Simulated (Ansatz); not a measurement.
Ansatz (a program for electronic structure) input:

Ansatz 0.2 input:
```yaml
crystal:
  periodic: [false, false, false]
  atoms:
    - {symbol: Si, position_ang: [0.08581788, -0.04109273, 0.30802897]}
    - {symbol: C, position_ang: [1.90255715, 0.19028101, 0.05081667]}
    - {symbol: C, position_ang: [-0.55667642, -1.40153240, -0.87407431]}
    - {symbol: C, position_ang: [-0.90569727, 1.55980349, 0.01054363]}
    - {symbol: O, position_ang: [-0.26032831, -0.40871128, 1.86655734]}
    - {symbol: H, position_ang: [2.32797378, 0.41760925, -0.90961376]}
    - {symbol: H, position_ang: [2.61696634, 0.15213000, 0.85461864]}
    - {symbol: H, position_ang: [-0.39002361, -1.12901096, -1.91034092]}
    - {symbol: H, position_ang: [-1.62270468, -1.56047568, -0.74166940]}
    - {symbol: H, position_ang: [-0.05680933, -2.35031660, -0.70149118]}
    - {symbol: H, position_ang: [-1.96854259, 1.38636671, 0.14303489]}
    - {symbol: H, position_ang: [-0.74755301, 1.93244514, -0.99572687]}
    - {symbol: H, position_ang: [-0.60534625, 2.33481344, 0.70713914]}
    - {symbol: H, position_ang: [0.09379015, -1.19258737, 2.27643492]}
basis:
  gaussian:
    orbitals: def2-TZVP
hamiltonian:
  xc: b3lyp
  dispersion: d3bj
magnetization: {spin_polarized: true, initial_magnetization: 1}
relax: {f_tol: 0.002, max_steps: 150}
```

Which total energy does the run end on?

-484.61100 Eh (B3LYP-D3(BJ)/def2-TZVP). The basis has 215 functions.

It need not be the lowest isomer of its formula.
